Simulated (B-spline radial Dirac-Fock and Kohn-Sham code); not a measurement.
**How the levels of platinum move as electrons are removed**

These are calculated numbers from an atomic code on a B-spline grid; the model is relaxed Dirac-Fock hole states (ΔSCF) with Breit and QED corrections and a finite nucleus. Each ion is free and in its tabulated ground configuration. The model has no electron correlation.

Reference: Pt⁷²⁺, [He] 2s2 2p2, with K 86873.9 eV. Shifts from it, in eV (a dash: the subshell is empty, belongs to an open shell averaged over j, or its hole state is left out as unreliable):

| ion | configuration | K |
| --- | --- | --- |
| Pt⁷³⁺ | [He] 2s2 2p1 | +538.5 |
| Pt⁷⁴⁺ | [He] 2s2 | +1082.5 |
| Pt⁷⁶⁺ | 1s2 | +2076.0 |
| Pt⁷⁷⁺ | 1s1 | +3785.6 |
